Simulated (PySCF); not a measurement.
C2H4N2OSi, SMILES O[SiH]1N=CC=N1.

Geometry optimised at B3LYP-D3(BJ)/def2-SVP. This is a generated structure with no PubChem entry under its InChIKey; it may be hypothetical. Other conformers were not sampled.

All values below come from B3LYP-D3(BJ)/def2-SVP in PySCF.

Frequencies are harmonic and unscaled.

Q: Give all harmonic wavenumbers and intensities. (The exact figures need the calculation; the answer reports its results.)

A: 
```json
[
 {"mode": "1", "ν (cm⁻¹)": "155", "IR (km/mol)": "0.9", "Raman (Å⁴/amu)": "5.8", "depolarisation": "0.74", "moving atoms (share of kinetic energy)": "O 32 %, C 21 %, H 18 %, N 15 %, Si 14 %"},
 {"mode": "2", "ν (cm⁻¹)": "172", "IR (km/mol)": "52.9", "Raman (Å⁴/amu)": "4.3", "depolarisation": "0.75", "moving atoms (share of kinetic energy)": "H 68 %, N 12 %"},
 {"mode": "3", "ν (cm⁻¹)": "300", "IR (km/mol)": "77.8", "Raman (Å⁴/amu)": "0.0", "depolarisation": "–", "moving atoms (share of kinetic energy)": "O 40 %, H 35 %, N 9 %, Si 8 %"},
 {"mode": "4", "ν (cm⁻¹)": "423", "IR (km/mol)": "47.4", "Raman (Å⁴/amu)": "2.1", "depolarisation": "0.40", "moving atoms (share of kinetic energy)": "N 51 %, O 16 %, Si 12 %, C 10 %, H 10 %"},
 {"mode": "5", "ν (cm⁻¹)": "474", "IR (km/mol)": "2.2", "Raman (Å⁴/amu)": "1.1", "depolarisation": "0.75", "moving atoms (share of kinetic energy)": "H 36 %, C 31 %, N 30 %"},
 {"mode": "6", "ν (cm⁻¹)": "533", "IR (km/mol)": "43.0", "Raman (Å⁴/amu)": "1.8", "depolarisation": "0.65", "moving atoms (share of kinetic energy)": "Si 40 %, N 33 %, C 17 %"},
 {"mode": "7", "ν (cm⁻¹)": "636", "IR (km/mol)": "36.7", "Raman (Å⁴/amu)": "0.9", "depolarisation": "0.75", "moving atoms (share of kinetic energy)": "N 39 %, Si 36 %, C 19 %"},
 {"mode": "8", "ν (cm⁻¹)": "720", "IR (km/mol)": "17.7", "Raman (Å⁴/amu)": "12.2", "depolarisation": "0.07", "moving atoms (share of kinetic energy)": "N 79 %"},
 {"mode": "9", "ν (cm⁻¹)": "751", "IR (km/mol)": "10.7", "Raman (Å⁴/amu)": "7.8", "depolarisation": "0.75", "moving atoms (share of kinetic energy)": "H 81 %"},
 {"mode": "10", "ν (cm⁻¹)": "766", "IR (km/mol)": "50.8", "Raman (Å⁴/amu)": "1.4", "depolarisation": "0.56", "moving atoms (share of kinetic energy)": "H 81 %, O 11 %"},
 {"mode": "11", "ν (cm⁻¹)": "848", "IR (km/mol)": "141.2", "Raman (Å⁴/amu)": "4.8", "depolarisation": "0.29", "moving atoms (share of kinetic energy)": "C 50 %, H 40 %"},
 {"mode": "12", "ν (cm⁻¹)": "869", "IR (km/mol)": "87.6", "Raman (Å⁴/amu)": "4.9", "depolarisation": "0.69", "moving atoms (share of kinetic energy)": "H 58 %, C 28 %"},
 {"mode": "13", "ν (cm⁻¹)": "895", "IR (km/mol)": "63.4", "Raman (Å⁴/amu)": "3.9", "depolarisation": "0.63", "moving atoms (share of kinetic energy)": "H 81 %, O 10 %, C 8 %"},
 {"mode": "14", "ν (cm⁻¹)": "915", "IR (km/mol)": "119.5", "Raman (Å⁴/amu)": "4.8", "depolarisation": "0.75", "moving atoms (share of kinetic energy)": "C 43 %, N 39 %, H 13 %"},
 {"mode": "15", "ν (cm⁻¹)": "956", "IR (km/mol)": "184.4", "Raman (Å⁴/amu)": "5.5", "depolarisation": "0.50", "moving atoms (share of kinetic energy)": "Si 44 %, O 35 %, H 17 %"},
 {"mode": "16", "ν (cm⁻¹)": "1018", "IR (km/mol)": "0.1", "Raman (Å⁴/amu)": "5.3", "depolarisation": "0.75", "moving atoms (share of kinetic energy)": "H 57 %, C 41 %"},
 {"mode": "17", "ν (cm⁻¹)": "1312", "IR (km/mol)": "0.0", "Raman (Å⁴/amu)": "3.1", "depolarisation": "0.75", "moving atoms (share of kinetic energy)": "H 83 %, N 11 %"},
 {"mode": "18", "ν (cm⁻¹)": "1329", "IR (km/mol)": "7.7", "Raman (Å⁴/amu)": "18.9", "depolarisation": "0.62", "moving atoms (share of kinetic energy)": "H 75 %, C 18 %"},
 {"mode": "19", "ν (cm⁻¹)": "1641", "IR (km/mol)": "81.9", "Raman (Å⁴/amu)": "17.0", "depolarisation": "0.05", "moving atoms (share of kinetic energy)": "C 53 %, N 45 %"},
 {"mode": "20", "ν (cm⁻¹)": "1699", "IR (km/mol)": "8.3", "Raman (Å⁴/amu)": "1.4", "depolarisation": "0.75", "moving atoms (share of kinetic energy)": "C 58 %, N 38 %"},
 {"mode": "21", "ν (cm⁻¹)": "2313", "IR (km/mol)": "90.1", "Raman (Å⁴/amu)": "163.9", "depolarisation": "0.22", "moving atoms (share of kinetic energy)": "H 97 %"},
 {"mode": "22", "ν (cm⁻¹)": "3058", "IR (km/mol)": "24.9", "Raman (Å⁴/amu)": "132.2", "depolarisation": "0.75", "moving atoms (share of kinetic energy)": "H 92 %, C 8 %"},
 {"mode": "23", "ν (cm⁻¹)": "3072", "IR (km/mol)": "80.7", "Raman (Å⁴/amu)": "280.3", "depolarisation": "0.16", "moving atoms (share of kinetic energy)": "H 92 %, C 8 %"},
 {"mode": "24", "ν (cm⁻¹)": "3877", "IR (km/mol)": "108.9", "Raman (Å⁴/amu)": "87.5", "depolarisation": "0.27", "moving atoms (share of kinetic energy)": "H 94 %"}
]
```
